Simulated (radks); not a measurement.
Effect of the nuclear size on the potassium ion K+, [Ar]. Calculated with a radial shooting solver on a logarithmic mesh with Libxc functionals: Dirac Kohn-Sham, exchange-only LDA, spin-unpolarised, spherical densities, finite nucleus; Fermi nuclear charge, rms radius 3.4349 fm. The rms radius is varied about that value; shifts are against it.

rms radius (fm),total energy shift (eV),density at nucleus (e/bohr^3),1s1/2 shift (meV),2s1/2 shift (meV),2p1/2 shift (meV)
3.0674,-0.00474,5165,-2.00,-0.155,0.024
3.3044,-0.00174,5156,-0.737,-0.057,0.009
3.4349,0,5152,0.000,0.000,0.000
3.6891,0.00359,5143,1.51,0.117,-0.018
4.2043,0.0116,5128,4.91,0.380,-0.058

Slopes of the eigenvalues against <r^2> in GHz/fm^2, as finite differences over the two radii next to the reference (eigenvalue slopes, not the field-shift constants of lines): 1s1/2 202, 2s1/2 15.7.
